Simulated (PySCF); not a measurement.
Correlation energy of Cl³⁺ (chlorine, charge +3)

Starting occupation: [Ne] 3s2 3p2, 3p3/2 with m_j = +1/2, +3/2. All numbers are calculated (PySCF 2.14, X2C-1e with screened-nucleus spin-orbit coupling, Gaussian nucleus, in x2c-TZVPall-2c with one added diffuse shell each of s, p type (6s7p2d1f, 44 functions)). Frozen: [Ne]; 4 electrons correlated.

MP2 pair energies summed by pair of shells (mhartree):

```tsv
pair	energy	share (%)
3p-3s	-48.21	65.0
3s-3s	-18.48	24.9
3p-3p	-7.47	10.1
```

Total MP2 correlation energy: -74.16 mhartree.

The GHF reference relaxed away from the jj start to a determinant that is no pure jj level (⟨S²⟩ = 2.00, ⟨J²⟩ = 6.01); the energies belong to that determinant.
